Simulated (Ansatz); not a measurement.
A geometry relaxed with B3LYP-D3(BJ)/def2-TZVP (Ansatz, a quantum-chemistry and plane-wave program), charge 0, multiplicity 1:

```xyz
8

H      1.3814    -1.0815    -0.2481
H      1.4229     0.6289    -0.7046
H     -1.4313    -1.0092     0.9370
Si    -0.8523    -0.0673    -0.0438
Cl    -1.5397     1.8285     0.4436
H      1.3712     0.1710     1.0036
C      1.0087    -0.0864     0.0073
H     -1.3608    -0.3840    -1.3949
```

Write the SMILES of this molecule.

`C[SiH2]Cl`
